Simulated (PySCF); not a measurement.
Where the electron goes

Compound: C4H14BN.
Structure used (PBE0-D3(BJ)/def2-SVP), in Å, numbered top down from 1:
```
atom  x, y, z in Å
B1    -2.103    1.190   -0.117
N2    -0.993    0.018   -0.353
C3    -1.527   -1.299    0.014
C4     0.282    0.342    0.316
C5     1.454   -0.546   -0.064
C6     2.748   -0.078    0.583
H7    -3.084    0.855   -0.773
H8    -2.319    1.208    1.090
H9    -1.587    2.224   -0.528
H10   -0.824    0.021   -1.361
H11   -0.832   -2.113   -0.239
H12   -2.480   -1.446   -0.508
H13   -1.724   -1.301    1.094
H14    0.086    0.307    1.400
H15    0.497    1.392    0.073
H16    1.259   -1.592    0.226
H17    1.569   -0.547   -1.163
H18    2.674   -0.095    1.682
H19    3.593   -0.720    0.297
H20    2.995    0.953    0.285
```

Theory: TDDFT CAM-B3LYP/def2-SVPD, vertical, gas phase, core orbitals frozen in the response (PySCF 2.14.0, density-fitted response routines).

Frontier orbitals with the atoms that hold most of them (Löwdin shares over 4%, at most four atoms; ? is withheld):

```tsv
orbital	ε (eV)	atoms
HOMO-3	-11.37	C5 26%, C6 14%, C4 13%, H17 11%
HOMO-2	-10.58	N2 28%, B1 21%, C5 8%, C4 7%
HOMO-1	-9.10	B1 42%, H8 28%, H9 11%, H7 8%
HOMO	-9.05	?
LUMO	?	?
LUMO+1	1.40	C6 25%, H18 11%, H10 10%, H19 10%
LUMO+2	1.75	H11 15%, C3 13%, H16 10%, B1 10%
```

Question: Which atoms hold the HOMO, and with what shares?

Answer: B1 (bonded to N and 3 H) 41%; H7 (bonded to B) 24%; H9 (bonded to B) 20%; N2 (bonded to B, 2 C and H) 4%. By element: hydrogen 44% or more, boron 41%, nitrogen 4%.

Question: Give the leading atoms of the LUMO.

Answer: C5 (bonded to 2 C and 2 H) 13%; B1 (bonded to N and 3 H) 11%; H10 (bonded to N) 10%; C3 (bonded to N and 3 H) 10%. By element: carbon 23% or more, boron 11%, hydrogen 10% or more.

Question: What is the LUMO energy, and the HOMO–LUMO gap?

Answer: ε(LUMO) = 0.89 eV; the gap is 9.95 eV (0.3655 hartree).

Question: How does S1 compare with the orbital gap of 9.95 eV?

Answer: S1 is at 7.19 eV (f = 0.024), 2.76 eV below the gap, made of HOMO→LUMO (68%), HOMO→LUMO+1 (16%), HOMO→LUMO+2 (11%). 

Next come S2 at 7.36 eV (f 0.032), HOMO-1→LUMO (72%), HOMO-1→LUMO+1 (12%); S3 at 8.20 eV (f 0.036), HOMO→LUMO+3 (28%), HOMO-1→LUMO+3 (19%), HOMO→LUMO+1 (17%); S4 at 8.22 eV (f 0.029), HOMO-1→LUMO+3 (33%), HOMO→LUMO+3 (21%), HOMO-1→LUMO+1 (14%); S5 at 8.45 eV (f 0.018), HOMO-2→LUMO (23%), HOMO→LUMO+1 (19%), HOMO→LUMO+3 (14%).

Löwdin shares depend on the basis, the more so with diffuse functions.

One conformer stands for the species.

Without π bonds the low states are Rydberg-like; a valence basis with one diffuse set may place them up to an eV too high.
